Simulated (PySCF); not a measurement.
Can point charges reproduce the dipole moment of `C(#N)c1cocc1`?

Coordinates (PBE0-D3(BJ)/def2-SVP, Å) and charges (e) from the PBE0/pcSseg-1 density (PySCF):

| atom | x | y | z | Mulliken | IAO | Hirshfeld | ESP-fitted |
| --- | --- | --- | --- | --- | --- | --- | --- |
| N1 | 3.138 | -0.470 | -0.271 | -0.2409 | -0.2355 | -0.2172 | -0.4365 |
| C2 | 2.003 | -0.257 | -0.163 | +0.1400 | +0.1390 | +0.0716 | +0.3527 |
| C3 | 0.612 | -0.004 | -0.032 | -0.2576 | -0.1084 | -0.0259 | -0.0407 |
| C4 | -0.470 | -0.934 | -0.217 | -0.1008 | -0.1996 | -0.0701 | -0.2540 |
| C5 | -1.603 | -0.221 | 0.017 | +0.1777 | +0.0139 | +0.0201 | -0.0539 |
| O6 | -1.302 | 1.060 | 0.327 | -0.3439 | -0.2097 | -0.0477 | -0.1094 |
| C7 | 0.027 | 1.193 | 0.298 | +0.2731 | +0.0468 | +0.0398 | -0.0425 |
| H8 | -0.390 | -1.984 | -0.486 | +0.0986 | +0.1822 | +0.0724 | +0.2110 |
| H9 | -2.659 | -0.475 | 0.002 | +0.1276 | +0.1824 | +0.0753 | +0.1856 |
| H10 | 0.437 | 2.173 | 0.527 | +0.1262 | +0.1890 | +0.0815 | +0.1877 |

Q: Form Σ q r in debye for every column and set it beside the full dipole.

A: The full density gives (-4.01, 0.47, 0.31) D, 4.05 D in size; dipole vectors point from the negative to the positive end.

```json
{"scheme": "Mulliken", "μx": "-3.55", "μy": "0.54", "μz": "0.30", "size (D)": "3.60", "share of the full size (%)": "89", "angle to the full dipole (°)": "2"}
{"scheme": "IAO", "μx": "-3.14", "μy": "0.26", "μz": "0.22", "size (D)": "3.16", "share of the full size (%)": "78", "angle to the full dipole (°)": "2"}
{"scheme": "Hirshfeld", "μx": "-3.28", "μy": "0.67", "μz": "0.33", "size (D)": "3.36", "share of the full size (%)": "83", "angle to the full dipole (°)": "5"}
{"scheme": "ESP-fitted", "μx": "-4.01", "μy": "0.47", "μz": "0.31", "size (D)": "4.05", "share of the full size (%)": "100", "angle to the full dipole (°)": "0"}
```

Q: Which set comes closest?

A: Length of the difference vector: ESP-fitted 0.01 D, Mulliken 0.47 D, Hirshfeld 0.76 D, IAO 0.89 D. Closest: ESP-fitted. The schemes that divide the density aren't constrained to reproduce the dipole.

Q: What is left for the Hirshfeld atoms' own dipoles?

A: The Hirshfeld atoms' densities add up to the full density, so μ = Σ q r + Σ (atomic dipoles). The atomic dipoles sum to (-4.01, 0.47, 0.31) − (-3.28, 0.67, 0.33) = (-0.73, -0.21, -0.02) D, 0.76 D in size.

Q: With the origin at the mean of the coordinates, (-0.021, 0.008, 0.000) Å, which are the largest single terms, by size, of the Hirshfeld dipole along the direction of the full one?

A: N1 +3.34, H9 +0.93, C2 -0.70, O6 -0.32, C5 +0.15 D; all 10 atoms together +3.35 D. The single terms depend on the origin, their sum doesn't.

Q: Give the size of the full dipole in other units.

A: 4.05 D = 1.592 au = 0.843 e·Å = 13.50 × 10⁻³⁰ C·m.

Geometry: PBE0-D3(BJ)/def2-SVP; no solvent, vibrations or thermal averaging.

The run behind these numbers computed NMR shieldings as well. Hardware: one thread, Arm Neoverse V2 (shared host). Cost: 12 s.
